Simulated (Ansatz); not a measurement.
Ansatz (a program for electronic structure) input (B3LYP-D3(BJ)/def2-TZVP):

Ansatz 0.2 input:
```yaml
crystal:
  periodic: [false, false, false]
  atoms:
    - {symbol: Mo, position_ang: [0.37560612, 0.00031361, 0.05802697]}
    - {symbol: O, position_ang: [1.50913128, 0.77930748, -0.88477249]}
    - {symbol: O, position_ang: [1.25150431, -0.72578493, 1.27706964]}
    - {symbol: O, position_ang: [-0.42064925, -1.19700006, -0.86979875]}
    - {symbol: H, position_ang: [-0.80275541, -1.91235839, -1.41153525]}
    - {symbol: O, position_ang: [-0.70107620, 1.14861012, 0.72927269]}
    - {symbol: H, position_ang: [-1.24947478, 1.83981815, 1.14479669]}
basis:
  gaussian:
    orbitals: def2-TZVP
hamiltonian:
  xc: b3lyp
  dispersion: d3bj
total_charge: 1
magnetization: {spin_polarized: true, initial_magnetization: 1}
relax: {f_tol: 0.002, max_steps: 150}
```

Output:

```
Functional definition: B3LYP
integrals: 0.09 GiB planned
1063 factors; their error is unknown
mean field: 1.08 GiB planned
mean field evaluation 1: about -10049.3754 eV, gradient 9.2e1 eV
mean field evaluation 2: about -9943.3340 eV, gradient 2.0e2 eV
mean field evaluation 4: about -10072.7280 eV, gradient 1.9e1 eV
mean field evaluation 8: about -10074.0228 eV, gradient 3.4e-1 eV
mean field evaluation 16: about -10074.0993 eV, gradient 1.4e-3 eV
mean field evaluation 32: about -10073.8662 eV, gradient 1.3e0 eV
mean field -10074.09934803 eV, -370.2163225702 hartree, gradient 3.6e-5 eV, S^2 0.792691; 6 other end points of the search recorded, 0 dependent functions left out
the calculation of the forces begins
reference -10074.09958201 eV, -370.2163311689 hartree; 24, 23 occupied and 152, 153 virtual orbitals, 1063 factors
relax step   1: F+E_penalty+E_count = -10074.37365785 eV  Δ(F+E_penalty+E_count) = +0.000e0 eV  max|allowed force component| = 3.322e0 eV/Å  Δτ_max = 0.0000 Å  (128 SCF iters, accepted)
these checks for a lower state are left out or cut short: starts, cluster_reference, orbital_swaps, neighbouring_geometries, increment
integrals: 0.09 GiB planned
1063 factors; their error is unknown
mean field: 1.07 GiB planned
mean field -10074.72067587 eV, -370.2391559473 hartree, gradient 2.4e-5 eV, S^2 0.811425; 0 other end points of the search recorded, 0 dependent functions left out
the calculation of the forces begins
reference -10074.72091316 eV, -370.2391646674 hartree; 24, 23 occupied and 152, 153 virtual orbitals, 1063 factors
relax step   2: F+E_penalty+E_count = -10074.98902325 eV  Δ(F+E_penalty+E_count) = -6.154e-1 eV  max|allowed force component| = 5.462e-1 eV/Å  Δτ_max = 0.0720 Å  (55 SCF iters, accepted)
these checks for a lower state are left out or cut short: starts, cluster_reference, orbital_swaps, neighbouring_geometries, increment
integrals: 0.09 GiB planned
1063 factors; their error is unknown
mean field: 1.06 GiB planned
mean field -10074.74776085 eV, -370.2401513018 hartree, gradient 3.2e-5 eV, S^2 0.815985; 0 other end points of the search recorded, 0 dependent functions left out
the calculation of the forces begins
reference -10074.74799871 eV, -370.2401600432 hartree; 24, 23 occupied and 152, 153 virtual orbitals, 1063 factors
relax step   3: F+E_penalty+E_count = -10075.01522503 eV  Δ(F+E_penalty+E_count) = -2.620e-2 eV  max|allowed force component| = 1.186e-1 eV/Å  Δτ_max = 0.0390 Å  (53 SCF iters, accepted)
these checks for a lower state are left out or cut short: starts, cluster_reference, orbital_swaps, neighbouring_geometries, increment
integrals: 0.09 GiB planned
1063 factors; their error is unknown
mean field: 1.06 GiB planned
mean field evaluation 64: about -10074.7521 eV, gradient 2.7e-4 eV
mean field -10074.75205614 eV, -370.2403091510 hartree, gradient 1.6e-5 eV, S^2 0.816127; 0 other end points of the search recorded, 0 dependent functions left out
the calculation of the forces begins
reference -10074.75229406 eV, -370.2403178943 hartree; 24, 23 occupied and 152, 153 virtual orbitals, 1063 factors
relax step   4: F+E_penalty+E_count = -10075.01945596 eV  Δ(F+E_penalty+E_count) = -4.231e-3 eV  max|allowed force component| = 1.257e-1 eV/Å  Δτ_max = 0.0246 Å  (52 SCF iters, accepted)
these checks for a lower state are left out or cut short: starts, cluster_reference, orbital_swaps, neighbouring_geometries, increment
integrals: 0.09 GiB planned
1063 factors; their error is unknown
mean field: 1.06 GiB planned
mean field -10074.75428255 eV, -370.2403909700 hartree, gradient 2.2e-5 eV, S^2 0.815679; 0 other end points of the search recorded, 0 dependent functions left out
the calculation of the forces begins
reference -10074.75451991 eV, -370.2403996930 hartree; 24, 23 occupied and 152, 153 virtual orbitals, 1063 factors
relax step   5: F+E_penalty+E_count = -10075.02191958 eV  Δ(F+E_penalty+E_count) = -2.464e-3 eV  max|allowed force component| = 1.906e-1 eV/Å  Δτ_max = 0.0183 Å  (51 SCF iters, accepted)
these checks for a lower state are left out or cut short: starts, cluster_reference, orbital_swaps, neighbouring_geometries, increment
integrals: 0.09 GiB planned
1063 factors; their error is unknown
[...]
mean field evaluation 224: about -10074.8300 eV, gradient 2.1e-5 eV
mean field -10074.82997049 eV, -370.2431724506 hartree, gradient 1.3e-5 eV, S^2 0.792441; 0 other end points of the search recorded, 0 dependent functions left out
the calculation of the forces begins
reference -10074.83020754 eV, -370.2431811620 hartree; 24, 23 occupied and 152, 153 virtual orbitals, 1063 factors
relax step  24: F+E_penalty+E_count = -10075.09982192 eV  Δ(F+E_penalty+E_count) = -1.379e-2 eV  max|allowed force component| = 4.532e-1 eV/Å  Δτ_max = 0.0690 Å  (69 SCF iters, accepted)
these checks for a lower state are left out or cut short: starts, cluster_reference, orbital_swaps, neighbouring_geometries, increment
integrals: 0.09 GiB planned
1063 factors; their error is unknown
mean field: 1.06 GiB planned
mean field -10074.77697097 eV, -370.2412247542 hartree, gradient 7.2e-6 eV, S^2 0.769796; 0 other end points of the search recorded, 0 dependent functions left out
the calculation of the forces begins
reference -10074.77721020 eV, -370.2412335457 hartree; 24, 23 occupied and 152, 153 virtual orbitals, 1063 factors
relax step  25: F+E_penalty+E_count = -10075.04635031 eV  Δ(F+E_penalty+E_count) = +5.347e-2 eV  max|allowed force component| = 1.411e0 eV/Å  Δτ_max = 0.1060 Å  (73 SCF iters, rejected (line search))
these checks for a lower state are left out or cut short: starts, cluster_reference, orbital_swaps, neighbouring_geometries, increment
integrals: 0.09 GiB planned
1063 factors; their error is unknown
mean field: 1.06 GiB planned
mean field -10074.83994412 eV, -370.2435389745 hartree, gradient 7.2e-6 eV, S^2 0.785196; 0 other end points of the search recorded, 0 dependent functions left out
the calculation of the forces begins
reference -10074.84018131 eV, -370.2435476912 hartree; 24, 23 occupied and 152, 153 virtual orbitals, 1063 factors
relax step  26: F+E_penalty+E_count = -10075.10993687 eV  Δ(F+E_penalty+E_count) = -1.011e-2 eV  max|allowed force component| = 4.057e-1 eV/Å  Δτ_max = 0.0530 Å  (76 SCF iters, accepted)
these checks for a lower state are left out or cut short: starts, cluster_reference, orbital_swaps, neighbouring_geometries, increment
integrals: 0.09 GiB planned
1063 factors; their error is unknown
mean field: 1.06 GiB planned
mean field evaluation 256: about -10074.8447 eV, gradient 1.4e-5 eV
mean field -10074.84466128 eV, -370.2437123270 hartree, gradient 9.6e-6 eV, S^2 0.782432; 0 other end points of the search recorded, 0 dependent functions left out
the calculation of the forces begins
reference -10074.84489814 eV, -370.2437210314 hartree; 24, 23 occupied and 152, 153 virtual orbitals, 1063 factors
relax step  27: F+E_penalty+E_count = -10075.11505860 eV  Δ(F+E_penalty+E_count) = -5.122e-3 eV  max|allowed force component| = 4.246e-1 eV/Å  Δτ_max = 0.0318 Å  (72 SCF iters, accepted)
these checks for a lower state are left out or cut short: starts, cluster_reference, orbital_swaps, neighbouring_geometries, increment
integrals: 0.09 GiB planned
1063 factors; their error is unknown
mean field: 1.06 GiB planned
mean field -10074.84989033 eV, -370.2439044910 hartree, gradient 7.0e-6 eV, S^2 0.779909; 0 other end points of the search recorded, 0 dependent functions left out
the calculation of the forces begins
reference -10074.85012739 eV, -370.2439132027 hartree; 24, 23 occupied and 152, 153 virtual orbitals, 1063 factors
relax step  28: F+E_penalty+E_count = -10075.12012733 eV  Δ(F+E_penalty+E_count) = -5.069e-3 eV  max|allowed force component| = 2.768e-1 eV/Å  Δτ_max = 0.0365 Å  (77 SCF iters, accepted)
these checks for a lower state are left out or cut short: starts, cluster_reference, orbital_swaps, neighbouring_geometries, increment
integrals: 0.09 GiB planned
1063 factors; their error is unknown
mean field: 1.07 GiB planned
mean field -10074.85203934 eV, -370.2439834657 hartree, gradient 5.3e-6 eV, S^2 0.776631; 0 other end points of the search recorded, 0 dependent functions left out
the calculation of the forces begins
reference -10074.85227591 eV, -370.2439921594 hartree; 24, 23 occupied and 152, 153 virtual orbitals, 1063 factors
relax step  29: F+E_penalty+E_count = -10075.12280351 eV  Δ(F+E_penalty+E_count) = -2.676e-3 eV  max|allowed force component| = 1.517e-1 eV/Å  Δτ_max = 0.0370 Å  (75 SCF iters, accepted)
these checks for a lower state are left out or cut short: starts, cluster_reference, orbital_swaps, neighbouring_geometries, increment
integrals: 0.09 GiB planned
1063 factors; their error is unknown
mean field: 1.06 GiB planned
mean field evaluation 288: about -10074.8532 eV, gradient 2.2e-1 eV
mean field -10074.85334271 eV, -370.2440313637 hartree, gradient 5.3e-6 eV, S^2 0.776827; 0 other end points of the search recorded, 0 dependent functions left out
the calculation of the forces begins
reference -10074.85357929 eV, -370.2440400579 hartree; 24, 23 occupied and 152, 153 virtual orbitals, 1063 factors
relax step  30: F+E_penalty+E_count = -10075.12393288 eV  Δ(F+E_penalty+E_count) = -1.129e-3 eV  max|allowed force component| = 2.381e-2 eV/Å  Δτ_max = 0.0064 Å  (72 SCF iters, accepted)
these checks for a lower state are left out or cut short: starts, cluster_reference, orbital_swaps, neighbouring_geometries, increment
integrals: 0.09 GiB planned
1063 factors; their error is unknown
mean field: 1.06 GiB planned
mean field -10074.85363123 eV, -370.2440419665 hartree, gradient 8.5e-6 eV, S^2 0.776388; 0 other end points of the search recorded, 0 dependent functions left out
the calculation of the forces begins
reference -10074.85386782 eV, -370.2440506611 hartree; 24, 23 occupied and 152, 153 virtual orbitals, 1063 factors
relax step  31: F+E_penalty+E_count = -10075.12415550 eV  Δ(F+E_penalty+E_count) = -2.226e-4 eV  max|allowed force component| = 2.253e-2 eV/Å  Δτ_max = 0.0052 Å  (71 SCF iters, accepted)
these checks for a lower state are left out or cut short: starts, cluster_reference, orbital_swaps, neighbouring_geometries, increment
integrals: 0.09 GiB planned
1063 factors; their error is unknown
mean field: 1.06 GiB planned
mean field evaluation 320: about -10074.8539 eV, gradient 2.2e-5 eV
mean field -10074.85392666 eV, -370.2440528236 hartree, gradient 1.6e-5 eV, S^2 0.775807; 0 other end points of the search recorded, 0 dependent functions left out
the calculation of the forces begins
reference -10074.85416327 eV, -370.2440615188 hartree; 24, 23 occupied and 152, 153 virtual orbitals, 1063 factors
relax step  32: F+E_penalty+E_count = -10075.12435603 eV  Δ(F+E_penalty+E_count) = -2.005e-4 eV  max|allowed force component| = 1.268e-2 eV/Å  Δτ_max = 0.0101 Å  (71 SCF iters, accepted)
these checks for a lower state are left out or cut short: starts, cluster_reference, orbital_swaps, neighbouring_geometries, increment
integrals: 0.09 GiB planned
1063 factors; their error is unknown
mean field: 1.06 GiB planned
mean field -10074.85399659 eV, -370.2440553934 hartree, gradient 1.2e-5 eV, S^2 0.775830; 0 other end points of the search recorded, 0 dependent functions left out
the calculation of the forces begins
reference -10074.85423320 eV, -370.2440640885 hartree; 24, 23 occupied and 152, 153 virtual orbitals, 1063 factors
relax step  33: F+E_penalty+E_count = -10075.12439627 eV  Δ(F+E_penalty+E_count) = -4.024e-5 eV  max|allowed force component| = 1.328e-2 eV/Å  Δτ_max = 0.0040 Å  (68 SCF iters, accepted)
these checks for a lower state are left out or cut short: starts, cluster_reference, orbital_swaps, neighbouring_geometries, increment
integrals: 0.09 GiB planned
1063 factors; their error is unknown
mean field: 1.06 GiB planned
mean field -10074.85401017 eV, -370.2440558926 hartree, gradient 1.6e-5 eV, S^2 0.775928; 0 other end points of the search recorded, 0 dependent functions left out
the calculation of the forces begins
reference -10074.85424678 eV, -370.2440645878 hartree; 24, 23 occupied and 152, 153 virtual orbitals, 1063 factors
relax step  34: F+E_penalty+E_count = -10075.12439714 eV  Δ(F+E_penalty+E_count) = -8.706e-7 eV  max|allowed force component| = 1.315e-2 eV/Å  Δτ_max = 0.0018 Å  (60 SCF iters, accepted)
these checks for a lower state are left out or cut short: starts, cluster_reference, orbital_swaps, neighbouring_geometries, increment
integrals: 0.09 GiB planned
1063 factors; their error is unknown
mean field: 1.06 GiB planned
mean field evaluation 352: about -10074.8540 eV, gradient 1.9e-5 eV
mean field -10074.85400773 eV, -370.2440558026 hartree, gradient 1.9e-5 eV, S^2 0.775939; 0 other end points of the search recorded, 0 dependent functions left out
the calculation of the forces begins
reference -10074.85424433 eV, -370.2440644977 hartree; 24, 23 occupied and 152, 153 virtual orbitals, 1063 factors
relax step  35: F+E_penalty+E_count = -10075.12440167 eV  Δ(F+E_penalty+E_count) = -4.528e-6 eV  max|allowed force component| = 1.363e-3 eV/Å  Δτ_max = 0.0011 Å  (57 SCF iters, accepted)
integrals: 0.09 GiB planned
1063 factors; their error is unknown
mean field: 1.06 GiB planned
mean field evaluation 384: about -10074.8540 eV, gradient 8.2e-5 eV
mean field -10074.85400773 eV, -370.2440558026 hartree, gradient 1.9e-5 eV, S^2 0.775939; 5 other end points of the search recorded, 0 dependent functions left out
the calculation of the forces begins
reference -10074.85424433 eV, -370.2440644977 hartree; 24, 23 occupied and 152, 153 virtual orbitals, 1063 factors
Total energy: -10075.12463827 eV, -370.2540012918 hartree
Atom 0 at     0.299493     0.031390    -0.000610 Å, force    -0.001090     0.000036    -0.001363 eV/Å
Atom 1 at     1.655028     0.826402    -0.929653 Å, force     0.000533     0.000053    -0.000351 eV/Å
Atom 2 at     1.160321    -0.700022     1.223352 Å, force     0.000593    -0.000593     0.000995 eV/Å
Atom 3 at    -0.578083    -1.155081    -1.050137 Å, force     0.000195    -0.000166     0.000414 eV/Å
Atom 4 at    -0.622049    -2.110130    -1.223459 Å, force     0.000125     0.000660     0.000053 eV/Å
Atom 5 at    -0.868058     1.275486     0.606262 Å, force    -0.000393    -0.000080     0.000309 eV/Å
Atom 6 at    -1.084366     1.764862     1.417305 Å, force     0.000038     0.000091    -0.000057 eV/Å
Dipole moment:    -0.418605    -0.149841     0.146579 e Å
```

The spin state was set by rule; other spins were not relaxed.
